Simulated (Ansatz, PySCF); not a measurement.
Ways to break one bond of FB(F)[SiH3] [difluoroboranylsilane]:

A. FB(F)[SiH3] [difluoroboranylsilane] -> FB(F)[SiH2] + H atom
B. FB(F)[SiH3] [difluoroboranylsilane] → F[B]F + [SiH3] (SiH3)

Quantity: bond dissociation energy (enthalpy at 298 K, with B3LYP-D3(BJ) rigid-rotor harmonic-oscillator terms from PySCF), kcal/mol. Structures are relaxed separately at B3LYP-D3(BJ)/def2-TZVP in Ansatz (an electronic-structure program), one conformer each, not searched for the lowest. Valence correlation only, unless marked. UHF or UKS for open shells. No spin-orbit coupling. Non-relativistic. Basis-set limits of correlation are two-point, X^-3; Hartree-Fock from the larger set.

|  | PBE0-D4/def2-TZVP (Ansatz + dftd4) | B2PLYP-D3(BJ)/def2-TZVPD (Ansatz + dftd3) | B2PLYP-D4/def2-TZVPD (Ansatz + dftd4) | CCSD(T)/CBS(cc-pV(T+d)Z,cc-pV(Q+d)Z) (Ansatz) |
|---|---|---|---|---|
| A | 82.0 | 85.1 | 85.1 | 87.5 |
| B | 84.5 | 85.1 | 85.0 | 88.0 |
